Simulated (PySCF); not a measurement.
Correlation energy of P (phosphorus, neutral)

[Ne] 3s2 3p3, high-spin 4S determinant. All numbers are calculated (PySCF 2.14, no relativity, point nucleus, in cc-pV(D+d)Z (4s3p2d, 23 functions)). Frozen: [Ne]; 5 electrons correlated.

MP2 pair energies summed by pair of shells (mhartree):

```
 pair  energy  share (%)
3s-3p  -41.20       63.9
3p-3p  -15.00       23.2
3s-3s   -8.32       12.9
```

Total MP2 correlation energy: -64.52 mhartree.

Same-spin part -17.60 and opposite-spin part -46.93 mhartree; SCS-MP2 scales them by 1/3 and 6/5 to -62.18 mhartree.

```csv
level,correlation energy (mhartree)
CCSD,-83.16
(T),-1.15
CCSD(T),-84.31
```

Diagnostics: T1 = 0.0039, D1 = 0.0063, largest double amplitude 0.064.

Cost of the coupled-cluster step: 0.11 s of wall time on 1 thread of Neoverse-V2 (shared host), for 5 correlated electrons.
